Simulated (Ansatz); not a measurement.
Geometry optimisation, RKS B3LYP-D4/def2-SVP (Ansatz).

The input (input.yaml):

```yaml
crystal:
  periodic: [false, false, false]
  atoms:
    - { symbol: W, position_ang: [0.0, 0.0, 0.0] }
    - { symbol: O, position_ang: [0.0, 0.0, 1.94] }
    - { symbol: H, position_ang: [-0.9095, -0.2814, 2.2771] }
    - { symbol: Cl, position_ang: [2.39, 0.0, 0.0] }
    - { symbol: H, position_ang: [0.0, 1.72, 0.0] }
    - { symbol: H, position_ang: [-1.72, 0.0, 0.0] }
    - { symbol: H, position_ang: [0.0, -1.72, 0.0] }
    - { symbol: H, position_ang: [0.0, 0.0, -1.72] }
basis:
  gaussian: { orbitals: def2-SVP }
hamiltonian:
  xc: b3lyp
  dispersion: d4
relax:
  f_tol: 0.02
  max_steps: 40
```

Launched with:

```bash
$ ansatz run input.yaml --threads 2 --pin off --max-ram 3072MiB --backend cpu --events-out ev --progress --plain --runs-dir out
```

Problem. Where does it end, and by what steps?

Solution. The run converged. After 10 steps the energy has fallen by 4.042 eV; Cl4 moved furthest, 0.51 Å.

```json
{"step": "0", "energy less start (eV)": "0.0000", "largest force component (eV/Å)": "7.181", "accepted": "yes"}
{"step": "1", "energy less start (eV)": "-1.7453", "largest force component (eV/Å)": "2.332", "accepted": "yes"}
{"step": "2", "energy less start (eV)": "-2.8410", "largest force component (eV/Å)": "2.925", "accepted": "yes"}
{"step": "3", "energy less start (eV)": "-3.6385", "largest force component (eV/Å)": "3.078", "accepted": "yes"}
{"step": "4", "energy less start (eV)": "-3.9631", "largest force component (eV/Å)": "0.778", "accepted": "yes"}
{"step": "5", "energy less start (eV)": "-3.9887", "largest force component (eV/Å)": "1.299", "accepted": "yes"}
{"step": "6", "energy less start (eV)": "-4.0194", "largest force component (eV/Å)": "0.217", "accepted": "yes"}
{"step": "7", "energy less start (eV)": "-4.0270", "largest force component (eV/Å)": "0.262", "accepted": "yes"}
{"step": "8", "energy less start (eV)": "-4.0378", "largest force component (eV/Å)": "0.313", "accepted": "yes"}
{"step": "9", "energy less start (eV)": "-4.0410", "largest force component (eV/Å)": "0.114", "accepted": "yes"}
{"step": "10", "energy less start (eV)": "-4.0417", "largest force component (eV/Å)": "0.016", "accepted": "yes"}
```

```xyz
8
Properties=species:S:1:pos:R:3
W 0.409 0.035 0.306
O -0.296 -0.095 2.046
H -1.178 -0.224 2.421
Cl 2.591 -0.013 -0.473
H -0.331 1.465 -0.176
H -1.219 -0.027 -0.096
H -0.241 -1.423 -0.196
H 0.025 0.002 -1.334
```

Whether the end is a true minimum wasn't checked by a vibrational analysis.

The run took 2.4 min on 2 threads of AMD EPYC (Zen 3), on a shared host, peak memory 0.19 GiB.
